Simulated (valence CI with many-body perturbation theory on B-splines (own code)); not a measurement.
## Nb¹⁰⁺: E3, M1, M2 decay

Level of theory: configuration interaction combined with many-body perturbation theory (CI+MBPT): three valence electrons over a frozen Dirac-Fock core [Ar] 3d10, radial functions for each j: 11 s, 11 p, 9 d, 7 f, 5 g, 2 h, 1 i, with the one-electron correlation potential Σ1 (screened to all orders), the two-electron term Σ2, the three-electron term Σ3, Breit, model QED; selected single and double excitations, second order for the rest, scaled by the run's own slope (own B-spline code, finite nucleus).

No measured levels were compared; by estimate levels hold to about 250 cm⁻¹ or 0.2 % of their energy and the worst to 1 %, as in measured heavy ions of charge 2 to 7; those with d or f electrons hold less well.

Lines 1 to 6 of 6 in falling wavelength, among levels below 872360 cm⁻¹, chosen from the decays that carry over 1 % of a level's rate. Wavelengths and rates use the calculated energies, so an error of 900 cm⁻¹ moves a line at 31.71 nm by 0.29 % and its rate by three times that or more. Electric multipoles are in the length gauge, E1 and E2 with the static RPA response of the core. S is in atomic units (e²a₀⁴ for E2 and M2, e²a₀⁶ for E3), for M1 in squared Bohr magnetons. Weak lines are less certain than strong ones. Lines between different terms over intervals too small for the method are left out, as are lines whose strength nearly cancels.

```json
{"λ vac (nm)": "851.4", "Upper": "4s.4p.4d 4F°_9/2", "Lower": "4s.4p.4d 4F°_7/2", "Type": "M1", "A (s⁻¹)": "4.20e+01", "S (a.u.)": "9.62e+00"}
{"λ vac (nm)": "418.0", "Upper": "4s2.4p 2P°_3/2", "Lower": "4s2.4p 2P°_1/2", "Type": "M1", "A (s⁻¹)": "1.24e+02", "S (a.u.)": "1.34e+00"}
{"λ vac (nm)": "31.71", "Upper": "4s.4p.4d 4F°_9/2", "Lower": "4s.4p2 2D_5/2", "Type": "M2", "A (s⁻¹)": "4.95e+01", "S (a.u.)": "1.42e-03"}
{"λ vac (nm)": "28.01", "Upper": "4s.4p.4d 4F°_9/2", "Lower": "4s.4p2 4P_5/2", "Type": "E3", "A (s⁻¹)": "1.53e+00", "S (a.u.)": "6.57e+00"}
{"λ vac (nm)": "28.01", "Upper": "4s.4p.4d 4F°_9/2", "Lower": "4s.4p2 4P_5/2", "Type": "M2", "A (s⁻¹)": "1.03e+00", "S (a.u.)": "1.58e-05"}
{"λ vac (nm)": "27.17", "Upper": "4s.4p.4d 4F°_9/2", "Lower": "4s.4p2 4P_3/2", "Type": "E3", "A (s⁻¹)": "1.63e+00", "S (a.u.)": "5.65e+00"}
```
